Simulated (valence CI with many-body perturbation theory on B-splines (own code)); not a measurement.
The numbers below are computed, except where a source is named.
## Energy levels of Ca VII

Level of theory: configuration interaction combined with many-body perturbation theory (CI+MBPT): four valence electrons over a frozen Dirac-Fock core [Ne], a basis of 11 s, 11 p, 9 d, 7 f, 5 g, 2 h, 1 i functions for each j, with the one-electron correlation potential Σ1 (screened to all orders), the two-electron term Σ2, the three-electron term Σ3, Breit, model QED; selected single and double excitations, second order for the rest, scaled by the run's own slope (own B-spline code, finite nucleus).

Set against measurement, 17 paired levels are off by 86 cm⁻¹ on average, the worst by 312. These come from a selection out of Sugar and Corliss, J. Phys. Chem. Ref. Data 8, 865 (1979). Levels without a partner in it may be off by more.

Levels 1 to 45 of 70, with energies above the lowest level, 3s²3p² ³P_0. "Leading %" is the weight of the configuration and term that name the level; weights of strongly mixed levels are sums over their largest components and can fall short. In the jj column 3d3/2^4 stands for four electrons in 3d with j = 3/2.

| No. | Configuration | Term | J | E (eV) | Leading % | g | Second component | Leading jj |
| --- | --- | --- | --- | --- | --- | --- | --- | --- |
| 1 | 3s²3p² | ³P | 0 | 0.000 | 95 |  |  | 3s^2 3p1/2^2 (71 %) |
| 2 | 3s²3p² | ³P | 1 | 0.202 | 96 | 1.501 |  | 3s^2 3p1/2 3p3/2 (96 %) |
| 3 | 3s²3p² | ³P | 2 | 0.506 | 95 | 1.495 |  | 3s^2 3p3/2^2 (54 %) |
| 4 | 3s²3p² | ¹D | 2 | 2.722 | 95 | 1.005 |  | 3s^2 3p1/2 3p3/2 (54 %) |
| 5 | 3s²3p² | ¹S | 0 | 6.095 | 94 |  |  | 3s^2 3p3/2^2 (69 %) |
| 6 | 3s3p³ | ⁵S° | 2 | 14.185 | 99 | 2.001 |  | 3s 3p1/2 3p3/2^2 (55 %) |
| 7 | 3s3p³ | ³D° | 1 | 19.852 | 86 | 0.503 | 11 % 3s²3p3d ³D° | 3s 3p1/2 3p3/2^2 (38 %) |
| 8 | 3s3p³ | ³D° | 2 | 19.860 | 86 | 1.169 | 11 % 3s²3p3d ³D° | 3s 3p1/2 3p3/2^2 (57 %) |
| 9 | 3s3p³ | ³D° | 3 | 19.899 | 86 | 1.334 | 11 % 3s²3p3d ³D° | 3s 3p1/2 3p3/2^2 (86 %) |
| 10 | 3s3p³ | ³P° | 0 | 22.988 | 87 |  | 10 % 3s²3p3d ³P° | 3s 3p1/2 3p3/2^2 (87 %) |
| 11 | 3s3p³ | ³P° | 1 | 22.993 | 86 | 1.497 | 11 % 3s²3p3d ³P° | 3s 3p1/2 3p3/2^2 (58 %) |
| 12 | 3s3p³ | ³P° | 2 | 22.995 | 85 | 1.495 | 11 % 3s²3p3d ³P° | 3s 3p3/2^3 (46 %) |
| 13 | 3s3p³ | ¹D° | 2 | 25.241 | 52 | 1.004 | 43 % 3s²3p3d ¹D° | 3s 3p1/2 3p3/2^2 (40 %) |
| 14 | 3s3p³ | ³S° | 1 | 30.445 | 86 | 1.913 | 8 % 3s3p³ ¹P° | 3s 3p1/2 3p3/2^2 (52 %) |
| 15 | 3s²3p3d | ³F° | 2 | 30.736 | 96 | 0.666 |  | 3s^2 3p1/2 3d3/2 (73 %) |
| 16 | 3s²3p3d | ³F° | 3 | 30.916 | 96 | 1.083 |  | 3s^2 3p3/2 3d3/2 (49 %) |
| 17 | 3s²3p3d | ³F° | 4 | 31.167 | 96 | 1.250 |  | 3s^2 3p3/2 3d5/2 (96 %) |
| 18 | 3s3p³ | ¹P° | 1 | 31.342 | 76 | 1.088 | 12 % 3s²3p3d ¹P° | 3s 3p3/2^3 (42 %) |
| 19 | 3s²3p3d | ³P° | 2 | 35.494 | 64 | 1.382 | 11 % 3s²3p3d ¹D° | 3s^2 3p1/2 3d5/2 (59 %) |
| 20 | 3s²3p3d | ³P° | 1 | 35.727 | 82 | 1.470 | 10 % 3s3p³ ³P° | 3s^2 3p3/2 3d3/2 (32 %) |
| 21 | 3s²3p3d | ³P° | 0 | 35.824 | 85 |  | 10 % 3s3p³ ³P° | 3s^2 3p3/2 3d3/2 (85 %) |
| 22 | 3s²3p3d | ¹D° | 2 | 35.909 | 41 | 1.108 | 32 % 3s3p³ ¹D° | 3s^2 3p3/2 3d5/2 (49 %) |
| 23 | 3s²3p3d | ³D° | 1 | 36.598 | 81 | 0.530 | 11 % 3s3p³ ³D° | 3s^2 3p3/2 3d3/2 (46 %) |
| 24 | 3s²3p3d | ³D° | 2 | 36.676 | 82 | 1.177 | 11 % 3s3p³ ³D° | 3s^2 3p3/2 3d3/2 (52 %) |
| 25 | 3s²3p3d | ³D° | 3 | 36.721 | 84 | 1.333 | 11 % 3s3p³ ³D° | 3s^2 3p3/2 3d5/2 (58 %) |
| 26 | 3s²3p3d | ¹F° | 3 | 40.299 | 95 | 1.000 |  | 3s^2 3p3/2 3d3/2 (38 %) |
| 27 | 3s²3p3d | ¹P° | 1 | 41.383 | 83 | 0.999 | 11 % 3s3p³ ¹P° | 3s^2 3p3/2 3d5/2 (53 %) |
| 28 | 3p⁴ | ³P | 2 | 42.894 | 54 | 1.487 | 40 % 3s3p²3d ³P | 3p1/2^2 3p3/2^2 (46 %) |
| 29 | 3p⁴ | ³P | 1 | 43.201 | 55 | 1.501 | 41 % 3s3p²3d ³P | 3p1/2 3p3/2^3 (55 %) |
| 30 | 3p⁴ | ³P | 0 | 43.318 | 55 |  | 41 % 3s3p²3d ³P | 3p3/2^4 (34 %) |
| 31 | 3p⁴ | ¹D | 2 | 44.172 | 61 | 1.013 | 32 % 3s3p²3d ¹D | 3p1/2 3p3/2^3 (50 %) |
| 32 | 3s3p²3d | ⁵F | 1 | 44.965 | 99 | 0.001 |  | 3s 3p1/2 3p3/2 3d3/2 (41 %) |
| 33 | 3s3p²3d | ⁵F | 2 | 45.025 | 99 | 1.002 |  | 3s 3p1/2 3p3/2 3d3/2 (50 %) |
| 34 | 3s3p²3d | ⁵F | 3 | 45.116 | 98 | 1.252 |  | 3s 3p1/2 3p3/2 3d3/2 (42 %) |
| 35 | 3s3p²3d | ⁵F | 4 | 45.243 | 98 | 1.351 |  | 3s 3p1/2 3p3/2 3d5/2 (55 %) |
| 36 | 3s3p²3d | ⁵F | 5 | 45.405 | 99 | 1.400 |  | 3s 3p3/2^2 3d5/2 (63 %) |
| 37 | 3s3p²3d | ⁵D | 0 | 46.416 | 99 |  |  | 3s 3p1/2 3p3/2 3d3/2 (80 %) |
| 38 | 3s3p²3d | ⁵D | 1 | 46.433 | 99 | 1.498 |  | 3s 3p1/2 3p3/2 3d3/2 (57 %) |
| 39 | 3s3p²3d | ⁵D | 2 | 46.465 | 98 | 1.498 |  | 3s 3p1/2 3p3/2 3d3/2 (29 %) |
| 40 | 3s3p²3d | ⁵D | 3 | 46.514 | 98 | 1.497 |  | 3s 3p3/2^2 3d3/2 (25 %) |
| 41 | 3s3p²3d | ⁵D | 4 | 46.583 | 97 | 1.497 |  | 3s 3p1/2 3p3/2 3d5/2 (54 %) |
| 42 | 3s3p²3d | ³F | 2 | 48.176 | 91 | 0.667 | 7 % 3s²3d² ³F | 3s 3p1/2 3p3/2 3d3/2 (40 %) |
| 43 | 3s3p²3d | ³F | 3 | 48.289 | 91 | 1.085 | 7 % 3s²3d² ³F | 3s 3p1/2 3p3/2 3d3/2 (34 %) |
| 44 | 3s3p²3d | ³F | 4 | 48.449 | 90 | 1.253 | 7 % 3s²3d² ³F | 3s 3p3/2^2 3d5/2 (53 %) |
| 45 | 3s3p²3d | ⁵P | 3 | 50.221 | 98 | 1.667 |  | 3s 3p1/2 3p3/2 3d5/2 (51 %) |

Names give the largest LS component (configuration and term), which can be under half, so a name can repeat, a term be missing and a line seem to break the LS rules; names also repeat where a configuration has a term twice.

The ionisation energy to 3s²3p ²P°1/2 of the next ion comes out as 127.31 eV (NIST: 127.21 ± 0.25 eV (semi-empirical)). All 70 levels together are meant to be complete up to 59.144 eV.
